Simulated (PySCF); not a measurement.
All numbers come from PBE0/[Sr x2c-TZVPall, H x2c-TZVPall], spin-free X2C, density fitting, no spin–orbit coupling, PySCF.

```xyz
3
charge 0 multiplicity 1, angstrom
Sr    0.0000    0.0000   -0.0268
H     1.9175    0.0000    0.9519
H    -1.9175    0.0000    0.9519
```

SrH2 (singlet), along the line from Sr1 (at 0) through H2 (at 2.153 Å).

**Question.** Tabulate the fields along this line at -0.65, -0.43, -0.22, 0.11, 0.32, 0.54, 0.75, 0.97, 1.18, 1.40, 1.61, 1.83, 2.05, 2.37, 2.58, 2.80, 3.01, 3.23, 3.44 Å.

**Answer.** 
```csv
distance (Å),electron density (e/Å³),electron localisation function,electrostatic potential (V)
-0.65,2.8,0.685,62.6
-0.43,8.68,0.215,167
-0.22,135,0.75,703
0.11,495,0.383,2440
0.32,34.6,0.645,306
0.54,3.99,0.287,100
0.75,1.7,0.747,40.8
0.97,0.67,0.484,18.6
1.18,0.353,0.25,8.89
1.40,0.346,0.598,4.6
1.61,0.523,0.978,5.13
1.83,0.925,1,16.8
2.05,1.78,1,101
2.37,1.1,1,36.3
2.58,0.48,1,7.12
2.80,0.221,1,0.152
3.01,0.106,1,-1.89
3.23,0.0531,1,-2.4
3.44,0.0265,0.998,-2.35
```

On a grid of 0.11 Å the density has a local minimum along the bond near 1.29 Å from Sr, at 0.32 e/Å³, where the ELF is 0.34.
